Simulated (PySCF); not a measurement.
C₃H₇ClSi, SMILES Cl/C=C/[SiH2]C. Geometry optimised at ωB97X-D3(BJ)/def2-SVP. The structure was generated by enumeration; whether it is a known compound was not checked. One conformer was computed; it need not be the lowest.

Task: Give the equilibrium geometry at ωB97X-D3(BJ)/def2-SVP (PySCF confirms it by a frequency run) as bond lengths and angles. (Estimate from the structure and the level; the computed values follow.)

Result: Several could match; the one computed here: 
Atoms: C1 Si2 C3 C4 Cl5 H6 H7 H8 H9 H10 H11 H12. Bonds (Å): C1–Si2 1.879, C1–H6 1.102, C1–H7 1.102, C1–H8 1.101, Si2–C3 1.875, Si2–H9 1.494, Si2–H10 1.494, C3–C4 1.334, C3–H11 1.097, C4–Cl5 1.734, C4–H12 1.095. Angles (°): Si2–C1–H6 110.7, Si2–C1–H7 111.0, Si2–C1–H8 110.7, H6–C1–H7 108.0, H6–C1–H8 108.1, H7–C1–H8 108.3, C1–Si2–C3 110.9, C1–Si2–H9 110.8, C1–Si2–H10 109.6, C3–Si2–H9 107.4, C3–Si2–H10 109.5, H9–Si2–H10 108.6, Si2–C3–C4 121.6, Si2–C3–H11 120.7, C4–C3–H11 117.6, C3–C4–Cl5 123.8, C3–C4–H12 123.8, Cl5–C4–H12 112.4.
